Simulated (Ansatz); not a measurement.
Energy needed to pull apart SnH2Cl (SMILES [Cl][SnH2]), doublet, into free ground-state atoms, from the structure below (displaced at random from a GFN2-xTB minimum); no zero-point or spin–orbit terms; open-shell atoms are treated unrestricted, in their ground-state multiplicity.

Cl1  (-1.738, 0.478, -0.664)
Sn2  (0.260, -0.227, -0.443)
H3  (0.143, -1.791, 0.828)
H4  (1.359, 1.342, 0.256)
(Å)

Program: Ansatz 0.2.0. Basis: def2-TZVPP. Cores are frozen in the correlated methods; orbitals are unrestricted. Filled d shells of the heavier atoms are correlated. Core potentials replace the inner electrons of the atoms past krypton. The def2 sets are not built for correlating such inner shells, so the correlated values are less sure here.

```
      method  atomization energy (eV)
      PBE-D4                        ?
   r2SCAN-D4                        ?
     PBE0-D4                     7.32
CAM-B3LYP-D4                     7.33
     wB97X-V                     7.46
     wB97M-V                     7.34
          HF                     4.75
         MP2                     6.78
        CCSD                     6.91
     CCSD(T)                     7.08
```

Question: What does PBE-D4 give? (Judge from chemistry; the value comes from the calculation.)

Answer: By the calculation: 7.51 eV, which is about 0.43 eV more than CCSD(T)/def2-TZVPP.

Question: What does r2SCAN-D4 give? (To be estimated.)

Answer: By the calculation: 7.54 eV, which is about 0.45 eV more than CCSD(T)/def2-TZVPP.

In triple zeta the MP2 and coupled-cluster atomization energies are still short of their basis limit by a few kcal/mol a bond, whereas those of the functionals are nearly converged, so these differences are not deviations from converged CCSD(T).

The T1 diagnostic stays at or below 0.018. ⟨S²⟩ of the unrestricted Hartree–Fock references: 0.79 (a pure state has 0.75).

For scale, one of the runs: CCSD(T)/def2-TZVPP forces, 120 basis functions (an equivalent command: `ansatz run in.yaml --threads 4`). The run took 110 s on 4 CPU threads (shared host), with 2.2 GiB of host memory at its peak.
